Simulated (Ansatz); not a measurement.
Computed with Ansatz.

A structure relaxed at PBE0-D4/def2-TZVP, charge 0, multiplicity 1:

Cartesian coordinates in Å:
```
N 0.893 -1.308 -0.916
Si 0.702 0.393 -1.012
Ge -0.959 0.807 0.646
O -0.602 -0.546 1.781
H 0.747 -1.742 -0.017
H 1.576 -1.802 -1.467
H 1.915 1.215 -0.717
H 0.240 0.800 -2.367
H -2.422 0.666 0.168
H -0.844 2.144 1.413
H -1.247 -0.625 2.486
```

Q: Give its formula and SMILES.

A: GeH7NOSi, `N[SiH2][GeH2][OH]`.

Q: Summarise the bond lengths by kind.

A: 1 × N–Si 1.715 Å; 2 × H–N 1.007 to 1.009 Å; 1 × Ge–Si 2.383 Å; 2 × H–Si 1.488 to 1.495 Å; 1 × Ge–O 1.802 Å; 2 × Ge–H 1.546 Å; 1 × H–O 0.959 Å.
